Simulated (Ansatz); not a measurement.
# A small benchmark: atomisation enthalpy at 298 K

8 molecules with two or more fluorines; the atomisation enthalpy at 298 K in kJ/mol, computed less measured. Shapes, held fixed at every level: PBE0-D4/def2-TZVP. Flexible molecules stand in one conformer, not always the lowest. Thermal terms are harmonic and unscaled (PBE0-D4/def2-TZVP); the spin-orbit lowering of the free atoms is taken from their spectra. Programs: Ansatz 0.2.0. Measured values: Active Thermochemical Tables, CRC Handbook of Chemistry and Physics, NIST-JANAF tables.

Levels: A = PBE0-D4/def2-TZVPP; B = MP2/def2-SVP; C = CCSD/def2-TZVPP.

```tsv
molecule	from tabulated heats	A	B	C
SOF2 (SMILES O=S(F)F)	1229	+27	-143	-96
S2F2 (Difluorodisulfane)	1049	-14	-211	-159
NF3 (nitrogen trifluoride)	843	+16	-80	-119
CBr2F2 (dibromodifluoromethane)	1484	+18	-42	-120
CF4 (tetrafluoromethane)	1968	+8	+20	-112
CHClF2 (difluorochloromethane)	1698	+13	-44	-99
SiF4 (silicon tetrafluoride)	2382	-81	-128	-117
C2H2F3I (1,1,1-trifluoro-2-iodoethane)	2859	+25	-53	-149
```

Question: Which level does best on this set, which worst, and which err to one side?

Answer: 
| level | kind | mean error | mean absolute error | worst case |
| --- | --- | --- | --- | --- |
| PBE0-D4/def2-TZVPP | global hybrid | +1.5 | 25.2 | SiF4 |
| MP2/def2-SVP | perturbation theory | -85.1 | 90.1 | S2F2 |
| CCSD/def2-TZVPP | coupled cluster or CI | -121.4 | 121.4 | S2F2 |

On this set PBE0-D4/def2-TZVPP has the smallest mean absolute error and CCSD/def2-TZVPP the largest. PBE0-D4/def2-TZVPP is too high in 6 of 8; MP2/def2-SVP is too low in 7 of 8; CCSD/def2-TZVPP is too low in 8 of 8. The heats of C2H2F3I (1,1,1-trifluoro-2-iodoethane) come from older tables and can be uncertain by 10 kJ/mol or more. The molecules' own spin-orbit lowering is left out, so errors for iodides read a little too negative. Heats of the atoms come from ATcT where it has them. The levels differ in basis as well as in method. The tabulated values of SOF2, S2F2 are in doubt (older tables, estimates, or at odds with other calculations) and kept here. Over the 6 molecules whose values aren't doubted the mean absolute errors are A 26.8; B 61.2; C 119.3. Correlated wave functions converge slowly with the basis. CCSD also lacks the triples, which bind further. For atoms past krypton def2 sets carry core potentials with scalar relativity. Relativity is left out for Br. Outer-core shells of Br, I are correlated, in sets that cover them unevenly. The set is small.
